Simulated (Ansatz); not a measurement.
```yaml
crystal:
  periodic: [false, false, false]
  atoms:
    - {symbol: K, position_ang: [-0.192648, 0.143422, -0.049299]}
    - {symbol: K, position_ang: [-4.080391, -3.312700, -2.434167]}
    - {symbol: K, position_ang: [-1.596826, -5.020119, 1.870861]}
    - {symbol: K, position_ang: [4.898911, 2.595748, -0.593376]}
    - {symbol: K, position_ang: [0.970955, 5.593649, 1.205969]}
basis:
  gaussian: {orbitals: def2-TZVPP}
total_charge: 2
magnetization: {spin_polarized: true, initial_magnetization: 1}
hamiltonian: {xc: {name: revPBE0}}
output: {forces: true}
```

```sh
$ ansatz run in.yaml --threads 4 --pin off --events-out ev --progress --plain --max-ram 4787MiB
```

It prints (some lines left out):

```
Functional definition: revPBE0
1620 factors; integrals over basis functions are off by at most 2.8e-4 eV
mean field evaluation 1: about -81602.4563 eV, gradient 5.5e0 eV
mean field evaluation 2: about -81602.6806 eV, gradient 4.6e0 eV
mean field evaluation 4: about -81602.9329 eV, gradient 6.3e-1 eV
mean field evaluation 8: about -81603.0004 eV, gradient 1.6e-1 eV
mean field evaluation 16: about -81603.0069 eV, gradient 2.0e-3 eV
mean field evaluation 32: about -81602.4634 eV, gradient 1.7e0 eV
mean field evaluation 64: about -81602.6948 eV, gradient 2.5e-1 eV
mean field -81603.00688510 eV, -2998.8551905227 hartree, gradient 2.8e-6 eV, S^2 0.924913; 10 other end points of the search recorded, 0 dependent functions left out
reference -81603.00696270 eV, -2998.8551933745 hartree; 47, 46 occupied and 118, 119 virtual orbitals, 1620 factors
Total energy: -81603.00696270 eV, -2998.8551933745 hartree
Atom 0 at    -0.192648     0.143422    -0.049299 Å, force     0.013212    -0.008223     0.003477 eV/Å
Atom 1 at    -4.080391    -3.312700    -2.434167 Å, force     0.065120    -0.000939     0.080792 eV/Å
Atom 2 at    -1.596826    -5.020119     1.870861 Å, force    -0.026852     0.068131    -0.079487 eV/Å
Atom 3 at     4.898911     2.595748    -0.593376 Å, force    -0.101728     0.025107     0.030450 eV/Å
Atom 4 at     0.970955     5.593649     1.205969 Å, force     0.050249    -0.084076    -0.035232 eV/Å
Dipole moment:     0.021097    -0.018923     0.002583 e Å
```

It took 36 s on 4 threads of Arm Neoverse V1 on a shared host, peak host memory 0.89 GiB.

The charge 2 doublet is spin-contaminated (final ⟨S²⟩ up to 0.92, 0.75 for a pure state).

The dipole of an ion depends on the origin.
